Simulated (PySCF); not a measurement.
YF₃, SMILES [F][Y]([F])[F].

Geometry: B3LYP-D3(BJ)/def2-TZVP. The isomer is the one that the SMILES or the coordinates give; other isomers of the formula were not compared. The def2 effective core potentials stand for the cores of Y; spin–orbit coupling is left out.

Two levels are set side by side: PBE/def2-TZVPD (PySCF) and r2SCAN/def2-TZVPD (PySCF). Same geometry, gas phase. Differences are taken from unrounded values.

```
quantity                     r2SCAN    PBE  PBE minus r2SCAN
---------------------------  ------  -----  ----------------
orbital gap (eV)               6.38   5.43             -0.95
highest occupied level (eV)   -9.01  -8.63              0.39
lowest empty level (eV)       -2.63  -3.19             -0.57
mean polarisability (bohr³)    32.2   34.4               2.2
```

Rough cost on one machine, each run with all the roots and properties that it gave: r2SCAN against PBE about 4 times.
